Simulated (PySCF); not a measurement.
Computed structure and properties of [Bi(NH2)2]+

System: [Bi(NH2)2]+ (singlet); start: displaced along the imaginary mode (C2). Method: PySCF 2.14.0, RKS PBE0, Bi def2-SVP with ECP60, N def2-SVP, H def2-SVP; non-relativistic Hamiltonian with scalar-relativistic core potentials where named; density fitting; no spin-orbit coupling.

Input of the relaxation:

```python
mol = gto.M(atom='''
Bi     0.00000    -0.00000    -0.17472
N      1.72136    -0.00535     1.06305
H      2.03045    -0.88208     1.55931
H      1.60158     0.75881     1.78486
N     -1.72136     0.00535     1.06305
H     -2.03045     0.88208     1.55931
H     -1.60158    -0.75881     1.78486''',
    basis={'Bi': 'def2-SVP', 'N': 'def2-SVP', 'H': 'def2-SVP'},
    ecp={'Bi': 'def2-SVP'},
    charge=1, spin=0)
mf = dft.RKS(mol, xc='PBE0')
mf.grids.atom_grid = (50, 194)
mf = mf.density_fit()  # fitting sets: Bi def2-universal-JKFIT, N def2-universal-JKFIT, H def2-universal-JKFIT
mf.conv_tol = 1e-08; mf.max_cycle = 55
mf.kernel(dm0)  # dm0: converged density of the start geometry
# quasi-Newton relaxation in Cartesian coordinates to a largest gradient under 0.00045 Eh/bohr, steps kept in the point group
```

Run from Python with OMP_NUM_THREADS=2; the lines above give its settings. Where DIIS fails, smearing, a level shift and second-order steps follow.
It took 41 s on 2 threads of Intel(R) Xeon(R) 6975P-C (Granite Rapids), on a shared host, from the converged density of the start.

Course of the relaxation:

```
step  energy above end (eV)  largest force component within the symmetry (eV/Å)
   0                 1.4295                                               1.488
   1                 1.0380                                               0.714
   2                 0.7249                                               1.532
   3                 0.4788                                               0.815
   4                 0.3745                                               0.646
   5                 0.2826                                               0.993
   6                 0.2147                                               1.093
   7                 0.1448                                               0.590
  15                 0.0011                                               0.128
  16                 0.0007                                               0.026
  17                 0.0005                                               0.018
  18                 0.0001                                               0.020
  19                 0.0000                                               0.020
  20                 0.0000                                               0.018
```
(The steps between are left out.)

Relaxed geometry (C2v):

```xyz
7

Bi    0.0000    0.0000   -0.1644
N     1.4988   -0.2446    1.2229
H     2.4695   -0.3758    0.9453
H     1.3794   -0.2109    2.2339
N    -1.4988    0.2446    1.2229
H    -2.4695    0.3758    0.9453
H    -1.3794    0.2109    2.2339
```

```json
{"contact": "Bi1–N2 (NH2)", "Å": "2.057"}
{"contact": "Bi1–N5 (NH2)", "Å": "2.057"}
```

On the finer grid (75, 302):

```yaml
HOMO: -12.48 eV
LUMO: -7.93 eV
Dipole_about_the_centre_of_mass: 1.46 D
Set_of_Mulliken_populations_of_Bi1_outside_the_core_potential: s 3.89, p 7.82, d 10.15
D3_BJ_dispersion_energy_not_in_the_energies: -0.115 eV
```

```json
{"atom": "Bi1", "Mulliken (e)": "1.15", "Löwdin (e)": "1.03", "spin (e)": "0.00"}
{"atom": "N2", "Mulliken (e)": "-0.48", "Löwdin (e)": "-0.21", "spin (e)": "0.00"}
{"atom": "H3", "Mulliken (e)": "0.20", "Löwdin (e)": "0.10", "spin (e)": "0.00"}
{"atom": "H4", "Mulliken (e)": "0.20", "Löwdin (e)": "0.10", "spin (e)": "0.00"}
{"atom": "N5", "Mulliken (e)": "-0.48", "Löwdin (e)": "-0.21", "spin (e)": "0.00"}
{"atom": "H6", "Mulliken (e)": "0.20", "Löwdin (e)": "0.10", "spin (e)": "0.00"}
{"atom": "H7", "Mulliken (e)": "0.20", "Löwdin (e)": "0.10", "spin (e)": "0.00"}
```

On the grid (50, 194), as all that follows. Harmonic modes: a minimum; lowest 202 cm⁻¹ (negative: unstable), highest 3687 cm⁻¹, zero-point energy 1.367 eV.

Taking off one NH2 (charge -1, singlet; the rest: singlet) in vacuum, both parts rigid, costs 18.77 eV; the small basis without counterpoise inflates it. Most of it is the attraction of opposite charges; other ways to part are cheaper, and one spin state was tried for the rest.

Rigid scan of NH2 along the line from its metal:

distance to N2 (Å), energy (eV) and a bar:
```
     1.76      1.644 ###########
     1.86      0.623 ####
     1.96      0.134 #
     2.06      0.000 
     2.16      0.100 #
     2.26      0.351 ##
     2.46      1.085 #######
     2.76      2.331 ###############
     3.16      3.756 ########################
     3.66      4.623 ##############################
```

One start shape was tried, so this needn't be the lowest isomer.
